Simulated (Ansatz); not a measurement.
Basis sets compared for the cluster GeS₂ (the lowest singlet isomer of a short search). The state is a singlet with charge 0. Geometry PBE0-D4/def2-TZVP. Ansatz on 4 threads of Arm Neoverse V2 on a shared host; times are rough, and most runs start from earlier orbitals.

```tsv
atom	x (Å)	y (Å)	z (Å)
Ge1	0.000	0.000	0.000
S2	0.179	1.977	0.194
S3	-0.179	-1.977	-0.194
```

The 6-31G sets use Cartesian d functions. B3LYP takes the VWN-RPA correlation. The structure comes from a short search, and lower isomers may exist.

Binding counts from free atoms (Ge triplet, S triplet) in the same basis, without a counterpoise term.

```csv
level,functions,energy (Eh),HOMO (eV),LUMO (eV),binding per atom (eV),wall time
HF/STO-3G,36,-2838.0868,-5.64,5.16,1.72,0.15 s
HF/6-31G,55,-2870.0159,-10.45,0.38,0.76,0.25 s
PBE-D4/def2-SVP,68,-2872.2749,-6.67,-3.04,3.02,0.35 s
PBE-D4/def2-TZVP,122,-2872.8152,-6.80,-3.16,3.05,0.75 s
r2SCAN-D4/def2-TZVP (with forces),122,-2873.3971,-7.10,-3.01,2.96,2.1 s
B3LYP-D4/6-31G,55,-2873.0665,-7.72,-2.94,2.25,0.45 s
B3LYP-D4/def2-TZVP,122,-2873.5398,-7.65,-2.53,2.81,0.9 s
PBE0-D4/def2-SVP,68,-2872.3833,-7.82,-2.19,2.83,0.55 s
PBE0-D4/def2-TZVP,122,-2872.9209,-7.92,-2.28,2.89,1.6 s
```

(1) Estimate the rows for PBE-D4/def2-TZVPD, r2SCAN-D4/def2-TZVPD, PBE0-D4/def2-TZVPD.

## Answers

(1) 
```json
{"level": "PBE-D4/def2-TZVPD", "functions": "146", "energy (Eh)": "-2872.8168", "HOMO (eV)": "-6.85", "LUMO (eV)": "-3.25", "binding per atom (eV)": "3.05", "wall time": "1.1 s"}
{"level": "r2SCAN-D4/def2-TZVPD", "functions": "146", "energy (Eh)": "-2873.3984", "HOMO (eV)": "-7.12", "LUMO (eV)": "-3.06", "binding per atom (eV)": "2.96", "wall time": "2.6 s"}
{"level": "PBE0-D4/def2-TZVPD", "functions": "146", "energy (Eh)": "-2872.9223", "HOMO (eV)": "-7.95", "LUMO (eV)": "-2.39", "binding per atom (eV)": "2.89", "wall time": "1.5 s"}
```
